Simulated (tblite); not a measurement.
Species: C5H9F3P2.
Numbering: `[CH2:1]=[CH:2][P:3]([CH2:4][CH2:5][PH2:6])[C:7]([F:8])([F:9])[F:10]` (hydrogens: H11, H12 on C1; H13 on C2; H14, H15 on C4; H16, H17 on C5; H18, H19 on P6)

Structure optimised with GFN2-xTB, isolated species.

Task: Give the optimised bond lengths and angles.

Result: 
```csv
bond,length (Å),order
C1=C2,1.323,double
C2–P3,1.825,single
P3–C4,1.860,single
C4–C5,1.526,single
C5–P6,1.871,single
P3–C7,1.898,single
"C7–F8, C7–F9, C7–F10",1.342,single
C1–H11,1.078,single
C1–H12,1.078,single
C2–H13,1.084,single
"C4–H14, C4–H15",1.096,single
"C5–H16, C5–H17",1.093,single
"P6–H18, P6–H19",1.395,single
```

Bonds in one row agree within 0.01 Å and their mean is given. Orders are formal, as drawn. A selection of angles:
```csv
angle,degrees
C1–C2–P3,121.5
C2–P3–C4,98.5
C2–P3–C7,93.4
C4–P3–C7,96.9
P3–C4–C5,112.3
C4–C5–P6,110.3
P3–C7–F8,112.3
P3–C7–F9,114.0
P3–C7–F10,110.1
F8–C7–F9,106.5
```

Dihedral angles: C1–C2–P3–C4 -172° (antiperiplanar); C2–P3–C4–C5 -175° (antiperiplanar); P3–C4–C5–P6 -179° (antiperiplanar); C2–P3–C7–F8 173° (antiperiplanar). The mirror-image conformer, all signs reversed, is as good.

All 3 C–F bonds measure 1.340 to 1.343 Å. P3 (phosphine phosphorus) is pyramidal (angles 98.5°, 96.9° and 93.4°, sum 288.7°, 0.95 Å off the plane of its three neighbours). The 4 C–P bonds span 1.825 Å (C2–P3, drawn single) to 1.898 Å (P3–C7, drawn single), a spread of 0.073 Å. P6 (phosphine phosphorus) is pyramidal (angles 95.3°, 94.8° and 92.3°, sum 282.3°, 0.81 Å off the plane of its three neighbours). The C–C distances run from 1.323 Å (C1=C2, drawn double) to 1.526 Å (C4–C5, drawn single), a spread of 0.203 Å. Of the pairs four or more bonds apart, F9···H15 is among the closest relative to their van der Waals radii: 2.46 Å, 92 % of the sum of Bondi's values.

Point group: C1 (no symmetry element, even within 0.4 Å). Its lowest GFN2-xTB frequency is 16i cm⁻¹, too small to tell a flat minimum from a shallow saddle. The numbers are those of one conformer (C1–C2–P3–C4 -172°, C2–P3–C4–C5 -175°, P3–C4–C5–P6 -179°, C4–C5–P6–H 170° and 77°). 3 starts were optimised and ended at 0.00, 0.37 and 0.56 kcal/mol (GFN2-xTB); the lowest of these is shown.

All values are computed, not measured.
